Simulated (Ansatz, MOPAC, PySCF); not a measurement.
Molecule: SeCl, charge 0, multiplicity 2. SMILES: [Se]Cl
Coordinates optimised at B3LYP-D3(BJ)/def2-TZVP (Ansatz, a first-principles code):
```
Se
Cl 1 2.1470
```
Charge 0, spin multiplicity 2.

Unscaled harmonic wavenumbers (cm⁻¹) in rising order, each level at the stationary point that it reaches from this structure (no distance between atoms moves by over 0.3 Å); the order of modes can differ between levels, and a negative number is imaginary. B3LYP-D3(BJ)/def2-TZVP (PySCF, at the structure above): 432.

PM7 (MOPAC): 421. Zero-point energy 0.6 against 0.6 kcal/mol.

HF/6-31G* with LANL2DZ past Ar (Ansatz): 381. Zero-point energy 0.5 against 0.6 kcal/mol.
